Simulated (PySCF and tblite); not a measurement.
The numbers below are computed, except where a source is named.
C₁₄H₁₀F₂O₂S, numbered as in [CH3:1][c:2]1[cH:3][cH:4][c:5](-[c:6]2[s:7][c:8](-[c:9]3[cH:10][cH:11][c:12]([CH3:13])[o:14]3)[c:15]([F:16])[c:17]2[F:18])[o:19]1.

Free energies: PBE0-D3(BJ)/def2-SVP on GFN2-xTB structures plus GFN2-xTB thermal terms, symmetry and mirror images included. Conformers within 3 kcal/mol (GFN2-xTB free energy) were kept, 6 at most. Codes: tblite and PySCF.

Rotational constants are equilibrium values for the commonest isotopes; dipoles come from the energy level named.

Torsions listed: O19–C5–C6–S7, S7–C8–C9–O14.

```tsv
conformer	shape	symmetry
1	0°, 0°	C2v
2	180°, 0°	Cs
3	180°, 180°	C2v
```

**Question.** Give the rotational constants and dipole components, as needed to look for these species in a jet-cooled rotational spectrum.

**Answer.** 
```tsv
conformer	A (MHz)	B (MHz)	C (MHz)	abs μa (D)	abs μb (D)	abs μc (D)	κ	Ic−Ia−Ib (u Å²)
1	680	183	144	0.00	2.40	0.00	-0.86	-6.2
2	885	166	140	0.43	2.24	0.00	-0.93	-6.3
3	1077	158	138	0.00	2.14	0.00	-0.96	-6.2
```

**Question.** Which type of transition is strongest for conformer 1?

**Answer.** b-type, since that component is clearly the largest; the top is near-prolate.


Conformer gaps in def2-SVP on xTB geometries can be 2 kcal/mol too large for S=O, P=O and other polar bonds.